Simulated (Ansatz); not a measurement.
Z-matrix (Å, degrees):
```
C
C 1 1.487
Ge 1 1.956 2 111.3
H 1 1.094 2 111.5 3 -118.5
H 1 1.094 2 111.6 3 120.6
C 2 1.327 1 125.1 3 -109.6
H 2 1.088 1 115.9 3 68.6
F 3 1.748 1 105.7 2 -59.6
H 3 1.539 1 113.4 2 -174.8
H 3 1.536 1 112.9 2 55.6
H 6 1.086 2 121.6 1 -1.7
H 6 1.083 2 121.3 1 178.5
```

The species carries charge 0 and has multiplicity 1.

Q: List the ωB97M-V/def2-TZVPP orbital energies in eV (Ansatz 0.2.0). (Estimate.)

A: Ansatz gave: Occupied: -10867.10, -1362.89, -1210.63, -1210.60, -1210.60, -676.41, -281.86, -281.84, -281.33, -174.74, -124.04, -123.95, -123.94, -37.22, -36.78, -36.77, -36.70, -36.69, -34.16, -25.17, -22.24, -18.63, -17.97, -15.97, -14.91, -14.41, -14.05, -14.01, -13.39, -12.48, -11.90, -11.67, -9.51. Lowest empty: 1.71, 2.48, 2.68, 3.22, 3.71, 3.86, 4.17, 4.36.
